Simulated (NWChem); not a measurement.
The numbers come from NWChem runs, not from measurements. System: H2SSi, charge 0, spin multiplicity 1, at a geometry optimised with B3LYP/def2-SVP. The structure started from a generated list of species. Level: CCSD(T)/6-31+G* (spherical d), 10 core orbitals frozen.

The NWChem input:

```
start mol
memory heap 100 mb stack 700 mb global 1900 mb
geometry units angstroms nocenter noautoz
  Si    -0.781619    -0.837590     0.000000
  H      0.347781    -1.871381     0.000000
  S      0.674140     0.738421     0.000000
  H     -0.191369     1.782908     0.000000
  symmetry group Cs
end
basis spherical
  * library 6-31+g*
end
scf
  rhf
  nopen 0
  maxiter 100
  thresh 1e-7
  semidirect memsize 60000000 filesize 0
end
tce
  freeze core 10
  ccsd(t)
  2eorb
  2emet 13
  thresh 1e-6
  maxiter 100
  tilesize 24
end
task tce energy
```

Output (cleaned and shortened):

```
             Northwest Computational Chemistry Package (NWChem) 7.3.0
             --------------------------------------------------------

                                NWChem Input Module
                                -------------------

 Scaling coordinates for geometry "geometry" by  1.889725989
 (inverse scale =  0.529177249)

 Turning off AUTOSYM since
 SYMMETRY directive was detected!

                             Geometry "geometry" -> ""
                             -------------------------

 Output coordinates in angstroms (scale by  1.889725989 to convert to a.u.)

  No.       Tag          Charge          X              Y              Z
 ---- ---------------- ---------- -------------- -------------- --------------
    1 Si                  14.0000    -0.78161900    -0.83759000     0.00000000
    2 H                    1.0000     0.34778100    -1.87138100     0.00000000
    3 S                   16.0000     0.67414000     0.73842100     0.00000000
    4 H                    1.0000    -0.19136900     1.78290800     0.00000000

 Effective nuclear repulsion energy (a.u.)      72.4501333031

            Nuclear Dipole moment (a.u.)
            ----------------------------
        X                 Y               Z
 ---------------- ---------------- ----------------
    -0.0000264562     0.0000056692     0.0000000000

      Symmetry information
      --------------------

 Group name             Cs
 Group number              2
 Group order               2
 No. of unique centers     4

      Symmetry unique atoms

     1    2    3    4


 Summary of "ao basis" -> "" (spherical)
 ------------------------------------------------------------------------------
       Tag                 Description            Shells   Functions and Types
 ---------------- ------------------------------  ------  ---------------------
 *                          6-31+g*                   on all atoms

 Summary of "ao basis" -> "ao basis" (spherical)
 ------------------------------------------------------------------------------
       Tag                 Description            Shells   Functions and Types
 ---------------- ------------------------------  ------  ---------------------
 Si                         6-31+g*                 10       22   5s4p1d
 H                          6-31+g*                  2        2   2s
 S                          6-31+g*                 10       22   5s4p1d

                                 NWChem SCF Module
                                 -----------------

  ao basis        = "ao basis"
  functions       =    48
  atoms           =     4
  closed shells   =    16
  open shells     =     0
  charge          =   0.00
  wavefunction    = RHF
  use symmetry    = T
  symmetry adapt  = T

 Summary of "ao basis" -> "ao basis" (spherical)
 ------------------------------------------------------------------------------
       Tag                 Description            Shells   Functions and Types
 ---------------- ------------------------------  ------  ---------------------
 Si                         6-31+g*                 10       22   5s4p1d
 H                          6-31+g*                  2        2   2s
 S                          6-31+g*                 10       22   5s4p1d

      Symmetry analysis of basis
      --------------------------

        a'         36
        a"         12

 Forming initial guess at       0.0s

      Superposition of Atomic Density Guess
      -------------------------------------

 Sum of atomic energies:        -687.27049388

      Non-variational initial energy
      ------------------------------

 Total energy =    -687.560953
 1-e energy   =   -1095.102574
 2-e energy   =     335.091488
 HOMO         =      -0.234409
 LUMO         =      -0.062738

      Symmetry analysis of molecular orbitals - initial
      -------------------------------------------------

  Numbering of irreducible representations:

     1 a'          2 a"

  Orbital symmetries:

     1 a'          2 a'          3 a'          4 a'          5 a'
     6 a"          7 a'          8 a'          9 a'         10 a"
    11 a'         12 a'         13 a'         14 a'         15 a"
    16 a'         17 a"         18 a'         19 a'         20 a'
    21 a"         22 a'         23 a'         24 a'         25 a"
    26 a'

 Starting SCF solution at       0.2s

 ----------------------------------------------
         Quadratically convergent ROHF

 Convergence threshold     :          1.000E-07
 Maximum no. of iterations :          100
 Final Fock-matrix accuracy:          1.000E-09
 ----------------------------------------------

              iter       energy          gnorm     gmax       time
             ----- ------------------- --------- --------- --------
                 1     -687.5418998767  4.39D-01  1.16D-01      0.2
                 2     -687.5645568849  1.49D-01  4.40D-02      0.2
                 3     -687.5675265014  1.18D-02  4.93D-03      0.2
                 4     -687.5675613199  1.15D-04  3.87D-05      0.2
                 5     -687.5675613226  4.50D-09  1.31D-09      0.2

       Final RHF  results
       ------------------

         Total SCF energy =   -687.567561322578
      One-electron energy =  -1096.029214679908
      Two-electron energy =    336.011520054207
 Nuclear repulsion energy =     72.450133303123

        Time for solution =      0.1s

       Symmetry analysis of molecular orbitals - final
       -----------------------------------------------

  Numbering of irreducible representations:

     1 a'          2 a"

  Orbital symmetries:
[...]
    11 a'         12 a'         13 a'         14 a'         15 a"
    16 a'         17 a"         18 a'         19 a'         20 a'
    21 a"         22 a'         23 a'         24 a"         25 a'
    26 a'

             Final eigenvalues
             -----------------

              1
    1  -91.9469
    2  -68.8079
    3   -8.9652
    4   -6.6470
    5   -6.6454
    6   -6.6443
    7   -6.1643
    8   -4.2665
    9   -4.2655
   10   -4.2641
   11   -0.9802
   12   -0.6692
   13   -0.5309
   14   -0.4618
   15   -0.3992
   16   -0.3446
   17    0.0093
   18    0.0569
   19    0.0693
   20    0.0902
   21    0.1026
   22    0.1135
   23    0.1322
   24    0.1431
   25    0.1633
   26    0.1714

                       ROHF Final Molecular Orbital Analysis
                       -------------------------------------

 Vector   14  Occ=2.000000D+00  E=-4.618285D-01  Symmetry=a'
              MO Center=  2.3D-01, -3.7D-01,  1.3D-15, r^2= 2.8D+00
   Bfn.  Coefficient  Atom+Function         Bfn.  Coefficient  Atom+Function
  ----- ------------  ---------------      ----- ------------  ---------------
     8      0.357203  1 Si py                31     -0.351919  3 S  px
    32     -0.302848  3 S  py                24     -0.292578  2 H  s
    23     -0.213069  2 H  s                 35     -0.195973  3 S  px

 Vector   15  Occ=2.000000D+00  E=-3.992193D-01  Symmetry=a"
              MO Center=  5.4D-01,  6.1D-01, -7.3D-16, r^2= 1.8D+00
   Bfn.  Coefficient  Atom+Function         Bfn.  Coefficient  Atom+Function
  ----- ------------  ---------------      ----- ------------  ---------------
    33      0.639729  3 S  pz                37      0.403892  3 S  pz
    29     -0.242483  3 S  pz

 Vector   16  Occ=2.000000D+00  E=-3.446187D-01  Symmetry=a'
              MO Center= -7.9D-01, -6.0D-01, -8.8D-16, r^2= 3.2D+00
   Bfn.  Coefficient  Atom+Function         Bfn.  Coefficient  Atom+Function
  ----- ------------  ---------------      ----- ------------  ---------------
     7      0.436922  1 Si px                10     -0.424684  1 Si s
     6     -0.333233  1 Si s                 31     -0.297321  3 S  px
    24      0.236134  2 H  s                 11      0.171147  1 Si px
    35     -0.168745  3 S  px                 3     -0.164993  1 Si px
     2      0.150192  1 Si s

 Vector   17  Occ=0.000000D+00  E= 9.268152D-03  Symmetry=a"
              MO Center= -8.3D-01, -8.9D-01, -8.5D-14, r^2= 5.3D+00
   Bfn.  Coefficient  Atom+Function         Bfn.  Coefficient  Atom+Function
  ----- ------------  ---------------      ----- ------------  ---------------
    17      0.565103  1 Si pz                 9      0.420529  1 Si pz
    13      0.378251  1 Si pz                41     -0.254649  3 S  pz
    33     -0.216924  3 S  pz                37     -0.211891  3 S  pz
     5     -0.161594  1 Si pz

 Vector   18  Occ=0.000000D+00  E= 5.686695D-02  Symmetry=a'
              MO Center= -4.9D-01,  4.8D-01, -5.6D-14, r^2= 1.3D+01
   Bfn.  Coefficient  Atom+Function         Bfn.  Coefficient  Atom+Function
  ----- ------------  ---------------      ----- ------------  ---------------
    14      3.655013  1 Si s                 38     -3.088111  3 S  s
    16      1.688566  1 Si py                15      1.181520  1 Si px
    40      1.054697  3 S  py                39      0.887700  3 S  px
    10     -0.403487  1 Si s                 30     -0.190135  3 S  s
    36     -0.180052  3 S  py

 Vector   19  Occ=0.000000D+00  E= 6.932232D-02  Symmetry=a'
              MO Center= -1.5D+00, -2.3D+00,  3.4D-14, r^2= 9.4D+00
   Bfn.  Coefficient  Atom+Function         Bfn.  Coefficient  Atom+Function
  ----- ------------  ---------------      ----- ------------  ---------------
    14      1.746031  1 Si s                 10     -1.337611  1 Si s
    16     -0.623051  1 Si py                15     -0.321461  1 Si px
    12      0.205699  1 Si py                36     -0.154503  3 S  py

 center of mass
 --------------
 x =  -0.00475790 y =   0.00263754 z =   0.00000000

 moments of inertia (a.u.)
 ------------------
         156.389993931061        -118.673365164908           0.000000000000
        -118.673365164908         113.490172197966           0.000000000000
           0.000000000000           0.000000000000         269.880166129027

  Mulliken analysis of the total density
  --------------------------------------

    Atom       Charge   Shell Charges
 -----------   ------   -------------------------------------------------------
    1 Si  14    13.63   2.00  2.00  5.97  1.16  1.39  0.61  0.31  0.02  0.06  0.11
    2 H    1     1.17   0.49  0.68
    3 S   16    16.30   2.00  2.00  5.98  1.29  3.02  0.62  1.39 -0.05  0.00  0.06
    4 H    1     0.90   0.49  0.41

       Multipole analysis of the density wrt the origin
       ------------------------------------------------

     L   x y z        total         open         nuclear
     -   - - -        -----         ----         -------
     0   0 0 0     -0.000000      0.000000     32.000000

     1   1 0 0     -0.401119      0.000000     -0.000026
     1   0 1 0     -0.014815      0.000000      0.000006
     1   0 0 1      0.000000      0.000000      0.000000

     2   2 0 0    -24.260369      0.000000     57.072768
     2   1 1 0     -1.012729      0.000000     57.630656
     2   1 0 1     -0.000000      0.000000      0.000000
     2   0 2 0    -19.769608      0.000000     90.086793
     2   0 1 1     -0.000000      0.000000      0.000000
     2   0 0 2    -20.241830      0.000000      0.000000

                   NWChem Extensible Many-Electron Theory Module
                   ---------------------------------------------


            General Information
            -------------------
      Number of processors :     1
         Wavefunction type : Restricted Hartree-Fock
          No. of electrons :    32
           Alpha electrons :    16
            Beta electrons :    16
           No. of orbitals :    96
            Alpha orbitals :    48
             Beta orbitals :    48
        Alpha frozen cores :    10
         Beta frozen cores :    10
     Alpha frozen virtuals :     0
      Beta frozen virtuals :     0
         Spin multiplicity : singlet
    Number of AO functions :    48
       Number of AO shells :    24
        Use of symmetry is : on
      Symmetry adaption is : on
         Schwarz screening : 0.10D-09

          Correlation Information
          -----------------------
          Calculation type : Coupled-cluster singles & doubles w/ perturbation
   Perturbative correction : (T)
            Max iterations :      100
        Residual threshold : 0.10D-05
     T(0) DIIS level shift : 0.00D+00
     L(0) DIIS level shift : 0.00D+00
     T(1) DIIS level shift : 0.00D+00
     L(1) DIIS level shift : 0.00D+00
     T(R) DIIS level shift : 0.00D+00
     T(I) DIIS level shift : 0.00D+00
   CC-T/L Amplitude update :  5-th order DIIS
                I/O scheme : Global Array Library
        L-threshold :  0.10D-05
        EOM-threshold :  0.10D-05
 no EOMCCSD initial starts read in
 TCE RESTART OPTIONS
 SLICE:      F
 D4D5:       F
 quantumc:   F
 qrotation:  F
 pwtce:      F
 qducc:      F
 nacto:                         0
 nrotv:                         0
 nrot:                          0

            Memory Information
            ------------------
          Available GA space size is     249034496 doubles
          Available MA space size is     104854588 doubles

 Maximum block size supplied by input
 Maximum block size        24 doubles

 tile_dim =     23

 -------------------------------------------------
   1    alpha     a'     5 doubles       0       1
   2    alpha     a"     1 doubles       5       2
   3    beta      a'     5 doubles       6       1
   4    beta      a"     1 doubles      11       2
   5    alpha     a'    23 doubles      12       5
   6    alpha     a"     9 doubles      35       6
   7    beta      a'    23 doubles      44       5
   8    beta      a"     9 doubles      67       6

 Global array virtual files algorithm will be used

 Parallel file system coherency ......... OK

 4-electron integrals stored in orbital form

 v2    file size   =           500881
 4-index algorithm nr.  13 is used
 imaxsize =       30
 imaxsize ichop =        0


CCSD iterations
 ---------------------------------------------------------
 Iter          Residuum       Correlation     Cpu    Wall
 ---------------------------------------------------------
    1   0.1196383108179  -0.1899574150524     0.0     0.0
    2   0.0381429069439  -0.2151402131028     0.0     0.0
    3   0.0154688974508  -0.2214866313933     0.0     0.0
    4   0.0071656169682  -0.2236582948620     0.0     0.0
    5   0.0036405898463  -0.2245268349769     0.0     0.0
    6   0.0008140601498  -0.2252782189975     0.0     0.0
    7   0.0004334592780  -0.2252467260739     0.0     0.0
    8   0.0002480743804  -0.2252592889890     0.0     0.0
    9   0.0001658560582  -0.2252624273494     0.0     0.0
   10   0.0001055229721  -0.2252664342933     0.0     0.0
   11   0.0000172761297  -0.2252729237570     0.0     0.0
   12   0.0000094934495  -0.2252735006441     0.0     0.0
   13   0.0000053789612  -0.2252738811326     0.0     0.0
   14   0.0000036427195  -0.2252739405553     0.0     0.0
   15   0.0000023150568  -0.2252739879026     0.0     0.0
   16   0.0000004308522  -0.2252740109286     0.0     0.0
 -----------------------------------------------------------------
 Iterations converged
 CCSD correlation energy / hartree =        -0.225274010928616
 CCSD total energy / hartree       =      -687.792835333506446

 Singles contributions

 Doubles contributions
 CCSD(T)
 Using plain CCSD(T) code
             total no. of tasks           26
 total no. of tasks / no. procs           26
                         wl_min          729           3.0
                         wl_max      1520875          10.7
        thresh for no. of tasks           26

 CCSD[T]  correction energy / hartree =        -0.007946220186079
 CCSD[T] correlation energy / hartree =        -0.233220231114695
 CCSD[T] total energy / hartree       =      -687.800781553692559
 CCSD(T)  correction energy / hartree =        -0.007543089062203
 CCSD(T) correlation energy / hartree =        -0.232817099990820
 CCSD(T) total energy / hartree       =      -687.800378422568656

 Task  times  cpu:        1.9s     wall:        1.9s

 Total times  cpu:        1.9s     wall:        1.9s
```
